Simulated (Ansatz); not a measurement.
## Abstraction of H: C2H8Si2 + Sn(SH)3 → C2H7Si2 + SnH(SH)3

Species: C2H8Si2 `[SiH3]/C=C/[SiH3]`, singlet; Sn(SH)3, doublet; C2H7Si2 `[SiH2]/C=C/[SiH3]`, doublet; SnH(SH)3, singlet. A radical takes H: the energy is the difference in strength between the Si–H bond broken and the Sn–H bond made.

Shapes, held fixed at every level: PBE0-D4/def2-TZVP. Flexible molecules stand in one conformer, not always the lowest. Programs: Ansatz 0.2.0. Electronic energies: no zero-point or thermal term.

Q: Estimate ΔE of this reaction.

A: B2PLYP/def2-TZVPP gives ΔE = +97.9 kJ/mol; the levels span +72.8 to +101.5. The median of the levels is +91.2. No measured value is set beside it here. Spin contamination: C2H7Si2 (⟨S²⟩ up to 0.91). Open shells run unrestricted. For atoms past krypton def2 sets carry core potentials with scalar relativity. Outer-core shells of Sn are correlated, in sets that cover them unevenly. Times are processor times on shared x86 and Arm servers, and rough.

| level | kind | ΔE (kJ/mol) | CPU time (sum over the molecules) |
| --- | --- | --- | --- |
| HF/def2-TZVPP | Hartree–Fock | +72.8 | – |
| PBE-D4/def2-TZVPP | GGA | +95.0 | 48 s |
| r2SCAN-D4/def2-TZVPP | meta-GGA | +88.3 | 95 s |
| B3LYP-D4/def2-TZVPP | global hybrid | +101.5 | 92 s |
| PBE0-D4/def2-TZVPP | global hybrid | +86.2 | 73 s |
| wB97M-V/def2-TZVPP | range-separated hybrid | +94.1 | 3.5 min |
| wB97X-V/def2-TZVPP | range-separated hybrid | +86.6 | 2.7 min |
| B2PLYP/def2-TZVPP | double hybrid | +97.9 | 99 s |
